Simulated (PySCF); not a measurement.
W(NH)2(F)(Br) (BrFH2N2W), SMILES [NH]=[W](=[NH])([F])[Br], multiplicity 1.

Coordinates come from a B3LYP-D3(BJ)/def2-SVP optimisation. The multiplicity is an assumed one; no other spin state was optimised. The structure was generated by enumeration; whether it is a known compound was not checked. The def2 effective core potentials stand for the cores of W; spin–orbit coupling is left out.

Computed with B3LYP-D3(BJ)/def2-SVP in PySCF.

Frequencies are harmonic and unscaled.

Q: Give all harmonic wavenumbers and intensities. (An estimate is asked for; the answer gives what the named calculation found.)

A: 
```
mode  ν (cm⁻¹)  IR (km/mol)  Raman (Å⁴/amu)  depolarisation  moving atoms (share of kinetic energy)
----  --------  -----------  --------------  --------------  --------------------------------------
1          123          1.8             1.6            0.65         F 59 %, Br 15 %, W 13 %, N 10 %
2          163          0.1             3.4            0.75  N 52 %, W 17 %, Br 12 %, F 10 %, H 9 %
3          207          9.6             2.8            0.49         N 41 %, Br 30 %, H 15 %, F 13 %
4          245          2.9             4.3            0.75                          N 48 %, F 41 %
5          274         12.1             2.6            0.50          Br 37 %, W 27 %, N 19 %, H 9 %
6          310          1.2             7.6            0.51                  N 54 %, H 25 %, W 14 %
7          428        295.5             0.5            0.75                          H 84 %, N 16 %
8          619        134.0             2.3            0.60                  H 68 %, N 22 %, F 10 %
9          630          0.1             2.2            0.75                          H 87 %, N 13 %
10         685        173.1             2.6            0.10                          F 79 %, W 11 %
11         733         60.0             1.7            0.75                          H 71 %, N 28 %
12         991        113.2            15.7            0.75                   N 81 %, W 10 %, H 9 %
13        1032         41.9            53.3            0.03                                  N 87 %
14        3614        148.3           150.9            0.75                                  H 93 %
15        3618        199.4           191.2            0.14                                  H 92 %
```
